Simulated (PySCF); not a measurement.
Method: PBE0 in PySCF with Mo def2-TZVP with ECP28, O def2-TZVP; scalar-relativistic core potentials, no spin–orbit coupling; density-fitted integrals.

Each entry is the lowest minimum that a search over a few typed start shapes (and spin states, where more than one is plausible) found, or that minimum re-optimised at the stated level; isomers with ligand–ligand bonds, or fragments after loss of a ligand pair, can lie lower. Open shells are unrestricted.

MoO₂ is a triplet of C2v symmetry with Mo–O 1.683 Å (×2); O–Mo–O 114.5°. Its wavenumbers are 311, 979, 1038 cm⁻¹.

Question: What changes when one electron is removed, giving MoO₂⁺?

Answer: It costs 8.65 eV between the minima (8.66 eV with zero-point energy). MoO₂⁺ is a doublet of C2v symmetry with Mo–O 1.643 Å (×2); O–Mo–O 105.6°; wavenumbers 372, 1042, 1119 cm⁻¹.

Open d and f shells are described by one determinant, and the ground state may have another occupation or spin.
